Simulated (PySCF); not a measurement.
In(H)2(OEt) (C2H7InO), SMILES [InH2][O]CC. Atoms are numbered in the order given.

```xyz
11

In     0.0751    -0.8962     0.0000
H      1.7968    -0.8081     0.0000
H     -1.0545    -2.1920     0.0000
O     -0.9854     0.8166     0.0000
C     -0.6072     2.1631     0.0000
C      0.8934     2.4293     0.0000
H     -1.0553     2.6621     0.8845
H     -1.0553     2.6621    -0.8845
H      1.3772     1.9953     0.8917
H      1.0983     3.5125     0.0000
H      1.3772     1.9953    -0.8917
```

The structure is a stationary point at B3LYP-D3(BJ)/def2-SVP. The structure was generated by enumeration; whether it is a known compound was not checked. The def2 effective core potentials stand for the cores of In; spin–orbit coupling is left out. The values are those of a single conformer.

Method: PBE/def2-TZVP (PySCF).

ESP charges are fitted to the potential on shells at 1.4 to 2.0 van der Waals radii. Atomic charges (e):

```tsv
atom	ESP fit	Löwdin	Mulliken
In1	0.71	0.31	0.47
H2	-0.20	-0.07	-0.08
H3	-0.18	-0.07	-0.08
O4	-0.59	…	-0.44
C5	0.48	…	-0.02
C6	-0.33	…	-0.36
H7	-0.05	0.12	0.08
H8	-0.05	0.12	0.08
H9	0.08	0.12	0.11
H10	0.06	0.13	0.11
H11	0.08	0.12	0.11
```

Problem. Some entries are withheld; supply them. (An estimate is asked for; the answer gives what the named calculation found.)

Solution. 
- O4, Löwdin: -0.04
- C5, Löwdin: -0.41
- C6, Löwdin: -0.33
